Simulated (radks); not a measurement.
Task: The silver ion Ag4+, 43 electrons, occupied as [Ar] 3d10 4s2 4p5 4d7 4f1 (not the ground configuration). Calculated with a radial shooting solver on a logarithmic mesh with Libxc functionals: Dirac Kohn-Sham, BLYP, spin-unpolarised, spherical densities, finite nucleus; open shells fill j = l - 1/2 first; Fermi nuclear charge, rms radius 4.5454 fm.

Spin-orbit splittings of the eigenvalues, e(l+1/2) - e(l-1/2), with zeta = 2 splitting/(2l+1) and mean radii in bohr:

shell  occ.  splitting (eV)  zeta (eV)  <r> j=l-1/2  <r> j=l+1/2
2p        6           175.5      117.0       0.1141       0.1192
3p        6           31.01      20.67       0.3598       0.3707
3d       10               ?          ?       0.3433       0.3468
4p        5           5.507      3.671       0.9467       0.9735
4d        7          0.7782     0.3113        1.158        1.168
4f        1         0.01484   0.004240        2.516        2.520
5p        0          0.8986     0.5991        2.378        2.432

Estimate the 3d splitting.

Result: 6.252 eV (zeta = 2.501 eV).
